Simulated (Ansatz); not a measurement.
Q: Name a neutral molecule of B, C, N, O, S and H with LUMO energy (B3LYP/def2-TZVPP) between -0.30 and 0.00 eV and LUMO energy (PBE/def2-TZVPP) between -1.05 and -0.75 eV (Ansatz, PBE0-D4/def2-TZVP geometry).

A: `OBNCS` (-0.22 eV, -0.89 eV); `SC1NBO1` (-0.13 eV, -0.81 eV). Other molecules can fit too; these were computed, each in one conformer that needn't be the lowest.

B3LYP here is the variant with VWN-RPA as its local correlation; programs differ in this.
